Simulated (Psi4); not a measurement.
A dimer, CH3Cl ··· F4Si (SMILES CCl and F[Si](F)(F)F); the first 5 atoms form monomer A.

```
10

C     -0.1538    -0.0002    -0.0007
Cl     1.6406     0.0021     0.0074
H     -0.4910    -0.5522    -0.8727
H     -0.4991    -0.4787     0.9107
H     -0.4967     1.0291    -0.0447
F     -1.1215    -2.4999     5.9064
Si     0.3930    -2.2035     6.1819
F      0.8931    -3.1055     7.3623
F      1.2311    -2.5159     4.8946
F      0.5694    -0.6934     6.5644
```

Problem. What interaction energy does SAPT0/jun-cc-pVDZ, frozen core (Psi4) give, and which attractive term is the largest?

Solution. Total 0.05 kcal/mol: electrostatics 0.10, exchange 0.00, induction 0.00, dispersion -0.04. The most attractive term is dispersion.
